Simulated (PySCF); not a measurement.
[BiCl2]+ at several levels of theory

Computed with PySCF 2.14.0 (density fitting, no spin-orbit coupling) at the geometry relaxed with PBE0:

```xyz
3
[BiCl2]+ (singlet)
Bi    0.0000    0.0000   -0.6039
Cl    1.8218    0.0000    0.9324
Cl   -1.8218    0.0000    0.9324
```

```json
{"level": "PBE0", "basis": "Bi def2-SVP with ECP60, Cl def2-SVP", "state": "singlet", "HOMO (eV)": "-14.56", "gap (eV)": "4.35", "charge on Bi1 (e)": "1.21", "dipole about the centre of mass (D)": "2.71", "largest force component (eV/Å)": "0.02"}
{"level": "M06-L", "basis": "the same", "state": "singlet", "HOMO (eV)": "-13.44", "gap (eV)": "2.78", "charge on Bi1 (e)": "1.33", "dipole about the centre of mass (D)": "3.10", "largest force component (eV/Å)": "0.44"}
{"level": "PBE0", "basis": "Bi def2-TZVP with ECP60, Cl def2-TZVP", "state": "singlet", "HOMO (eV)": "-14.57", "gap (eV)": "4.42", "charge on Bi1 (e)": "1.24", "dipole about the centre of mass (D)": "2.48", "largest force component (eV/Å)": "0.88"}
```

Charges are Mulliken's, which hang on the basis. The relaxation used the grid (50, 194), these runs (75, 302) or, all-electron (x2c bases, spin-free X2C Hamiltonian), (99, 590).

Question: What does CAM-B3LYP with Bi def2-SVP with ECP60, Cl def2-SVP give here?

Answer: state singlet, HOMO (eV) -15.81, gap (eV) 6.55, charge on Bi1 (e) 1.20, dipole about the centre of mass (D) 2.75, largest force component (eV/Å) 0.15. Time: 2.4 s on 2 threads of AMD EPYC 7R43 64-Core Processor (Zen 3), with other jobs on the host, from an already converged density.

In the first row's basis the gap widens with exact exchange: 2.8 eV for M06-L (none); 4.4 eV for PBE0 (a fixed share); 6.6 eV for CAM-B3LYP (rising or full at long range).
